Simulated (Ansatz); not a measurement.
Molecule: C2H8NSi, charge 0, multiplicity 2. It need not be the lowest isomer of its formula. SMILES: N[Si](C)C
Coordinates optimised at B3LYP-D3(BJ)/def2-TZVP (Ansatz, an electronic-structure program):
```xyz
12

Si     0.3981     0.0729    -0.1710
C     -0.6279    -1.0339    -1.3012
C     -0.4908     1.6976     0.1833
N      0.5568    -0.7603     1.3476
H     -0.7637    -0.5680    -2.2789
H     -1.6144    -1.2104    -0.8614
H     -0.1464    -2.0010    -1.4590
H     -1.4784     1.5011     0.6122
H     -0.6210     2.2748    -0.7339
H      0.0701     2.3157     0.8870
H      0.9338    -0.2704     2.1457
H      0.8610    -1.7229     1.3563
```
Charge 0, spin multiplicity 2.

Property: atomisation energy (electronic, to ground-state atoms), in eV. Correlated levels leave the core frozen unless marked. Open shells are spin-unrestricted. No spin-orbit coupling. Non-relativistic. The coupled-cluster limit lacks core correlation, which all-electron functionals hold. Basis-set limits of correlation are two-point, X^-3; Hartree-Fock from the larger set.

| level | program | atomisation energy (eV) |
|---|---|---|
| HF/cc-pV(D+d)Z | Ansatz | 32.22 |
| PBE/def2-TZVPD | Ansatz | 45.16 |
| revPBE-D4/def2-TZVPD | Ansatz + dftd4 | 44.51 |
| r2SCAN-D3(BJ)/def2-TZVPD | Ansatz + dftd3 | 44.82 |
| B3LYP-D4/def2-TZVPD | Ansatz + dftd4 | 44.88 |
| B3LYP/def2-TZVPD | Ansatz | 44.51 |
| PBE0/STO-3G | Ansatz | 53.24 |

### Question
Predict the CCSD(T)/CBS(cc-pV(T+d)Z,cc-pV(Q+d)Z) result (Ansatz).

### Answer
44.71 eV
